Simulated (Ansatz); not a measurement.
Total energies of CH$_{4}$AlNO$_{2}$.

```xyz
9

N    -1.414    1.517    0.067
C    -0.870    0.317    0.229
O     0.280    0.048   -0.104
Al    1.017   -1.924    0.212
O     2.513   -1.424   -0.506
H    -0.871    2.258   -0.347
H    -2.360    1.699    0.351
H    -1.524   -0.439    0.687
H     3.230   -2.052   -0.590
```

Total charge 0; spin multiplicity 1. The bonds changed during the relaxation, so this is another structure than the one it started from. The structure was optimised at the PBE0-D4/def2-TZVP level. It is one conformer, not always the lowest. Basis def2-TZVPP, the Gaussian-basis code of Ansatz.

RPA on PBE orbitals: Hartree–Fock energy of these orbitals -486.40200 Eh, correlation -1.43205 Eh (frozen core).

| functional | energy without D4 (Eh) | D4 term (kJ/mol) |
| --- | --- | --- |
| PBE | -487.90889 | -15.7 |
| r2SCAN | -488.15832 | -3.9 |
| PBE0 | -487.92838 | -13.2 |
| B3LYP | -488.34208 | -25.3 |
| HSE06 (plane-wave form) | -487.91083 | -12.3 |
| BHLYP | -488.18450 | -19.2 |
| LC-ωPBE | -488.07223 | – |
| ωB97M-V | -488.22249 | – |
| B2PLYP | -488.02845 | – |
| PBE-QIDH | -487.80148 | – |

Task: Give the same for LDA (SPW92), revPBE, BLYP, B97M-V, r2SCANh, r2SCAN0, CAM-B3LYP, ωB97X-V. (Estimate.)

Result: Ansatz gave: 
| functional | energy without D4 (Eh) | D4 term (kJ/mol) |
| --- | --- | --- |
| LDA (SPW92) | -485.38730 | – |
| revPBE | -488.18603 | -50.0 |
| BLYP | -488.27252 | -34.8 |
| B97M-V | -488.19884 | – |
| r2SCANh | -488.14038 | -4.1 |
| r2SCAN0 | -488.11477 | -4.6 |
| CAM-B3LYP | -488.23009 | -13.4 |
| ωB97X-V | -488.18794 | – |

B3LYP takes the VWN-RPA correlation (the form of Gaussian; ORCA's B3LYP/G). HSE06 is the plane-wave form, built on full-range PBE exchange. The double hybrids freeze the cores in their second-order part.

LC-ωPBE has ω = 0.4 bohr⁻¹.
